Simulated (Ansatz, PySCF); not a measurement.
C2H9ClOSi2, SMILES CO[Si@H](Cl)[SiH2]C. Atoms are numbered in the order given.

```xyz
15

C      2.9667    -0.1815    -0.8064
O      1.7468    -0.7167    -0.3273
Si     0.2657    -0.0094    -0.5559
Cl     0.2281     1.8698     0.3783
Si    -1.3657    -1.3088     0.4967
C     -2.9797    -0.3398     0.5524
H      3.1975     0.7819    -0.3186
H      3.7720    -0.8945    -0.5758
H      2.9403    -0.0237    -1.9006
H      0.0558     0.2784    -2.0101
H     -0.8669    -1.5984     1.8769
H     -1.5357    -2.6079    -0.2278
H     -3.3692    -0.1568    -0.4614
H     -3.7498    -0.8848     1.1206
H     -2.8171     0.6359     1.0365
```

Geometry: r2SCAN-D4/def2-SVP. The structure was generated by enumeration; whether it is a known compound was not checked. One conformer was computed; it need not be the lowest.

Vertical ionisation energy (IE) and electron affinity (EA) in eV. Rows of orbital energies are one-electron estimates. Where ΔSCF, EOM or ADC give a negative EA the extra electron is unbound and the value depends on the basis.

```csv
level,IE,EA
"−ε(HOMO), −ε(LUMO), PBE0/def2-TZVP (PySCF)",7.89,0.29
"−ε(HOMO), −ε(LUMO), PBE/def2-TZVP (PySCF)",6.68,1.12
"ΔSCF, PBE0/def2-SVPD (Ansatz), final states of multiplicity 2 and 2",9.77,-1.06
"ΔSCF, PBE/def2-SVPD (Ansatz), final states of multiplicity 2 and 2",9.34,-0.87
```

What vertical singlet–triplet gap does ΔSCF give with PBE0/def2-SVPD (Ansatz, a first-principles code) and with PBE/def2-SVPD (Ansatz)? (The exact figures need the calculation; the answer reports its results.)

5.75 and 5.35 eV (triplet above singlet where positive).
